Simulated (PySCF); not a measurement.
Structure from 2D NMR

Compound of formula C₈H₆FN. Correlations simulated from computed shifts and couplings:

HSQC (one-bond C–H):
```csv
δH,δC,"$^{1}J$(C,H) (Hz)"
7.47,133.5,170
7.12,127.1,169
7.12,118.1,172
7.01,119.2,169
3.25,24.9,140
```

COSY cross peaks (|J| ≥ 2 Hz):
```csv
δH,δH,abs. J (Hz),bonds
7.47,7.12,8.5,3
7.47,7.12,9.3,3
7.12,7.01,2.4,4
```

HMBC (two and three bonds, |J| ≥ 2.5 Hz):
```csv
δH,δC [abs. J in Hz]
7.47,"167.6 [11.6], 135.8 [9.9]"
7.12,"119.2 [7.2], 118.1 [8.4], 24.9 [5.4]"
7.12,"167.6 [4.4], 127.1 [8.3], 119.2 [4.6]"
7.01,"167.6 [4.9], 127.1 [6.7], 118.1 [4.3], 24.9 [5.9]"
3.25,"135.8 [6.2], 127.1 [6.0], 119.2 [6.0], 118.8 [11.4]"
```

Carbons without hydrogens: δ 167.6, 135.8, 118.8.

Calculated, not measured (PySCF): coordinates at the PBE0-D3(BJ)/def2-SVP level, J couplings at B3LYP/pcJ-1 (spin–dipole term only in couplings to heteroatoms), shielding tensors at B97-2/pcSseg-1 (GIAO). A single conformation, no solvent, equivalent nuclei averaged, no relativistic terms.

δ = σ(ref) − σ, references computed at the same level: $^{1}$H, $^{13}$C vs TMS.

Exchangeable hydrogens are left out of these lists, and C,H couplings along chains are those of one rotamer, so weak HMBC peaks may be missing or extra.

Question: Work out the connectivity.

Answer: `Fc1cccc(CC#N)c1`.

Atoms are numbered as in `[N:1]#[C:2][CH2:3][c:4]1[cH:5][cH:6][cH:7][c:8]([F:9])[cH:10]1`; H(Xn) means a hydrogen on atom n.

1. δC 167.6 is C8, an aromatic carbon bearing fluorine.
2. δC 135.8 is C4, a substituted aromatic carbon.
3. δC 133.5 is C6, an aromatic CH (δH 7.47).
4. δC 127.1 is C5, an aromatic CH (δH 7.12).
5. δC 119.2 is C10, an aromatic CH (δH 7.01).
6. δC 118.8 is C2, a nitrile carbon.
7. δC 118.1 is C7, an aromatic CH (δH 7.12).
8. δC 24.9 is C3, an sp3 CH2 on an aromatic ring (δH 3.25).
9. HMBC from δH 7.47 reaches the proton-free carbons C8, C4.
10. HMBC from δH 7.12 reaches the proton-free carbon C8.
11. HMBC from δH 7.01 reaches the proton-free carbon C8.
12. HMBC from δH 3.25 reaches the proton-free carbons C4, C2.
13. COSY links 7.47–7.12, 7.47–7.12, 7.12–7.01.

The shifts were computed for this structure.

Common functionals overestimate the size of one-bond C–F couplings by tens of Hz; these are unscaled. Unscaled 3J(H,H) at this level run about 10 % above measured values. Shifts are as computed. Against solution values, carbons near 30 ppm lie about +1 ppm off and those near 130 ppm about +2 ppm. Of 1211 compounds with measured shifts, 218 miss one by over three times the rms of a fit or turn the order of signals round; such compounds aren't used in these exercises.
